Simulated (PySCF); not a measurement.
Harmonic spectrum computed at PBE0 in the def2-TZVP basis family (core potentials from Rb on, PySCF, no spin–orbit coupling):

```csv
ω (cm⁻¹),"IR (km/mol, summed over degenerate members)",degeneracy
82,23.2,2
333,45.1,1
779,9.0,1
```

**Question.** Which molecule gave it? In each, all ligands are bound to the one heavy central atom.
A. ClPbN (singlet)
B. ClSnN (singlet)
C. ClZrN (singlet)
D. ClWN (triplet)

**Answer.** A. It has C∞v symmetry with Pb–Cl 2.389 Å, Pb–N 1.881 Å.
